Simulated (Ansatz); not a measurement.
Gas-phase electronic energies from Ansatz, PBE0-D4/def2-TZVP geometries. CBS: MP2 limit from def2 TZ/QZ plus the TZ coupled-cluster correction, frozen cores. This one scheme is used for every species. DFT in def2-TZVPP. For Ti outer-core shells are correlated without core-valence functions, which leaves a few kJ/mol of doubt a bond. Scalar relativity is left out up to krypton. One conformer a species, not always the lowest.

Consider the ligand exchange at a Ti–C bond: `[CH3][Ti]([F])([F])[F]` + `OCC(F)(F)F` → `FC(F)(F)C[O][Ti]([F])([F])[F]` + CH₄.

```
             level  ΔE (kJ/mol)  difference from CCSD(T)/CBS
       LDA (SPW92)       -162.8                        -10.8
            B2PLYP       -165.2                        -13.2
            revPBE       -155.5                         -3.5
            r2SCAN       -163.4                        -11.4
           r2SCANh       -160.0                         -8.0
           r2SCAN0       -155.5                         -3.5
RPA@PBE/def2-TZVPP       -157.6                         -5.6
  CCSD(T)/def2-SVP       -192.6                        -40.6
     HF/def2-TZVPP       -156.5                         -4.5
     MP2/CBS(def2)       -155.9                         -3.9
       CCSD(T)/CBS       -152.0                            0
```

Largest T1 diagnostic among the species: 0.022, so the coupled-cluster value is less sure than usual.

In def2-TZVPP, CCSD(T) changes the Hartree–Fock value by −4.0 kJ/mol (the triples alone add −6.6 kJ/mol) and MP2 by −7.9 kJ/mol. From BLYP to BHLYP (50 % exact exchange), in def2-TZVPP and without D4, ΔE moves by +8.6 kJ/mol.
